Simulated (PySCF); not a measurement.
# Electric field gradients and quadrupole coupling constants

Species: C₇H₁₀F₂O₂.
Atom-mapped SMILES: `[CH2:1]=[CH:2][CH2:3][C@@H:4]1[O:5][CH2:6][C@H:7]1[O:8][CH:9]([F:10])[F:11]` (hydrogens: H12, H13 on C1; H14 on C2; H15, H16 on C3; H17 on C4; H18, H19 on C6; H20 on C7; H21 on C9)

Geometry (GFN2-xTB, Å), atoms numbered from 1 in this order:
```xyz
21
C7H10F2O2 angstrom
C      2.7225    1.0638   -0.3447
C      2.2776    0.1674    0.5151
C      1.6009   -1.1096    0.1287
C      0.1898   -1.1549    0.7009
O     -0.6024   -2.2522    0.2275
C     -1.6716   -1.3946   -0.1698
C     -0.8215   -0.1517    0.1307
O     -1.3158    0.7596    1.0929
C     -2.1237    1.7215    0.6089
F     -3.3532    1.2361    0.2779
F     -2.3290    2.6278    1.5691
H      2.6378    0.9208   -1.4100
H      3.2043    1.9713   -0.0242
H      2.3772    0.3323    1.5795
H      2.1530   -1.9646    0.5258
H      1.5517   -1.2095   -0.9571
H      0.2046   -1.1257    1.7962
H     -2.5386   -1.4956    0.4884
H     -1.9665   -1.5499   -1.2095
H     -0.4721    0.3893   -0.7564
H     -1.7338    2.2353   -0.2939
```

Field gradients from the PBE0/pcSseg-1 density (PySCF, non-relativistic), principal values in atomic units, ordered |Vxx| ≤ |Vyy| ≤ |Vzz|:

| atom | Vxx | Vyy | Vzz |
| --- | --- | --- | --- |
| O5 | 0.2140 | 1.8524 | -2.0664 |
| O8 | -0.0834 | -1.7891 | 1.8725 |

Task: Find the asymmetry η = (Vxx − Vyy)/Vzz and the couplings χ = eQV/h (234.96 MHz × Q in barn × V in au), with Q(17O) = −0.0256 b.

Result: 
```tsv
atom	environment	nucleus	η	χzz (MHz)	χxx (MHz)	χyy (MHz)
O5	cyclic ether oxygen	17O	0.79	12.43	-1.29	-11.14
O8	ether oxygen	17O	0.91	-11.26	0.50	10.76
```

At O8 η is above 0.9: Vyy and Vzz are nearly equal in size and opposite in sign, so a small change could swap them and flip the sign of χzz. The tensor is traceless: Vxx + Vyy + Vzz = 0.

Task: What is Vzz at O5 in SI units (1 au = 9.71736 × 10²¹ V/m²)?

Result: -2.0664 au = -20.080 × 10²¹ V/m².

Task: What couplings would deuterons (Q(2H) = 0.00286 b) have in place of the hydrogens, at this geometry?

Result: 
| atom | bonded to | bond length (Å) | Vzz (au) | η | χzz (kHz) |
| --- | --- | --- | --- | --- | --- |
| H12 | C1 | 1.078 | 0.3349 | 0.05 | 225 |
| H13 | C1 | 1.076 | 0.3384 | 0.05 | 227 |
| H14 | C2 | 1.082 | 0.3238 | 0.06 | 218 |
| H15 | C3 | 1.092 | 0.3024 | 0.00 | 203 |
| H16 | C3 | 1.091 | 0.3023 | 0.01 | 203 |
| H17 | C4 | 1.096 | 0.2862 | 0.04 | 192 |
| H18 | C6 | 1.093 | 0.2920 | 0.04 | 196 |
| H19 | C6 | 1.092 | 0.2983 | 0.04 | 200 |
| H20 | C7 | 1.096 | 0.2851 | 0.11 | 192 |
| H21 | C9 | 1.110 | 0.2502 | 0.03 | 168 |

The structure is a single GFN2-xTB conformer in the gas phase; no vibrational or solvent corrections. GFN2-xTB bond lengths can be off by several hundredths of an ångström, more for odd bonds, and the gradients follow them. With so small a basis the couplings can be 20 % off.
